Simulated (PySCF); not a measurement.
SMILES [GeH3][CH2][SeH], B3LYP/def2-SVP optimised geometry.

```
9

Ge     1.13    -0.40     0.00
C     -0.85    -0.40     0.00
Se    -1.65     1.41     0.00
H      1.65     0.29     1.28
H      1.63     0.37    -1.24
H      1.65    -1.85    -0.06
H     -1.21    -0.87     0.93
H     -1.25    -0.98    -0.84
H     -0.99     1.85    -1.24
```

Density from B3LYP/def2-TZVP (PySCF) at that geometry.

Minimum of the electron density along straight lines between bonded atoms, close to the bond critical point (lines longer than 1.1 times the sum of covalent radii, or with two minima, are not listed):

```csv
bond,length / Å,ρ at the minimum / e bohr⁻³,∇²ρ there / e bohr⁻⁵,position (fraction from the first atom)
Ge1–C2,1.976,0.123,0.09,0.47
C2–Se3,1.977,0.140,-0.13,0.48
Ge1–H4,1.540,0.133,0.06,0.59
Ge1–H5,1.543,0.132,0.06,0.59
Ge1–H6,1.548,0.130,0.06,0.59
C2–H7,1.100,0.273,-0.91,0.65
C2–H8,1.099,0.275,-0.92,0.65
Se3–H9,1.477,0.174,-0.31,0.63
```
